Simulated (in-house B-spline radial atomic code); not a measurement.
**PBE excitations of the oxygen ion O⁶⁺**

Method: PBE. Computed with an all-electron radial atomic-structure program (B-spline basis): linear response of the closed shell 1s2 with the functional's adiabatic kernel; scalar-relativistic (spin-free one-electron X2C), finite nucleus, no spin-orbit coupling, no double excitations, S, P, D and F terms only.

Command:
```bash
python run_td.py task.json out
```
Settings (radii: box in bohr, nucleus in fm):
```
Z                        8
electrons                2
configuration            1s2
hamiltonian              x2c
method                   pbe,pbe
box_radius               14.35
rms_radius               2.6991
intervals                72
```

Cost of the run: 0.1 s on 1 thread of Intel(R) Xeon(R) Platinum 8488C (Sapphire Rapids), with other jobs on the host.

The lowest states, in the order of their Tamm-Dancoff energies; the method's threshold (minus the highest occupied level) is 692.18 eV. Labels give the largest channel, * marks a mixed state, and oscillator strengths are full-response dipole values. Semilocal kernels can invert the small singlet-triplet splittings of Rydberg terms. Energies in eV:

```tsv
state	full response	Tamm-Dancoff	oscillator strength
1s → 2s 3S	543.64	543.66	-
1s → 2s 1S	551.00	551.11	-
1s → 2p 3P	552.42	552.44	-
1s → 2p 1P	?	?	?
1s → 3s 3S	631.18	631.19	-
1s → 3s 1S	632.94	632.97	-
1s → 3p 3P	633.90	633.90	-
1s → 3p 1P	635.12	635.13	0.124
1s → 3d 3D	636.33	636.33	-
1s → 3d 1D	636.37	636.37	-
1s → 4s 3S	658.91	658.91	-
1s → 4s 1S	659.61	659.62	-
1s → 4p 3P	660.03	660.03	-
1s → 4p 1P	?	?	?
1s → 4d 3D	660.93	660.93	-
1s → 4d 1D	660.95	660.95	-
```

(1) Where does 1s → 4p 1P lie?

(2) Where does 1s → 2p 1P lie?

(3) How large is the singlet-triplet splitting of 1s → 2s (S terms) in Tamm-Dancoff?

(4) What polarisabilities and dispersion coefficient does the method give?

Results:

(1) At 660.52 eV in full response, 660.52 eV in Tamm-Dancoff, oscillator strength 0.0469.

(2) At 557.38 eV in full response, 557.41 eV in Tamm-Dancoff, oscillator strength 0.625.

(3) 7.45 eV, from the unrounded values.

(4) Dipole 0.002713 bohr³, quadrupole 0.0001723 bohr⁵, C6 0.0001338 hartree·bohr⁶ for two such species.
